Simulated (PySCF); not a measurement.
**Polarisability and C₆ of Sr (strontium, neutral)**

[Kr] 5s2, closed-shell 1S. Calculation: PySCF 2.14, in x2c-TZVPPall with one added diffuse shell each of s, p, d, f type (9s7p7d3f1g, 95 functions); the spin-free X2C one-electron Hamiltonian (Gaussian nucleus). Coupled (time-dependent) response in atomic units; α is the mean over directions.

```
 method  mean α (bohr³)  C₆ (like pair)  S(−4)
LC-wPBE           224.2            3852  23130
```

S(−4) is the Cauchy moment in α(ω) = α(0) + S(−4) ω² + …

Reference α: 197.2 ± 0.2 bohr³ (recommended; Schwerdtfeger and Nagle, table of static dipole polarizabilities (2023 update)). Published C₆: 3175 (Chu and Dalgarno (2004); Tang, Norbeck and Certain (1976)).

α(iu) at LC-wPBE:

| u (hartree) | α(iu) (bohr³) |
| --- | --- |
| 0 | 224.2 |
| 0.0500 | 178.5 |
| 0.100 | 112.0 |
| 0.200 | 47.60 |
| 0.300 | 26.33 |
| 0.500 | 12.83 |
| 0.750 | 7.580 |
| 1.00 | 5.230 |
| 1.50 | 2.982 |
| 2.00 | 1.921 |
| 3.00 | 0.9785 |
| 5.00 | 0.3935 |

A single London oscillator, α(iu) = α/(1 + u²/ω²), gives C₆ = (3/4) ω α². Matching the computed C₆ needs ω = 4 × 3852 / (3 × 224.2²) = 0.102 hartree.
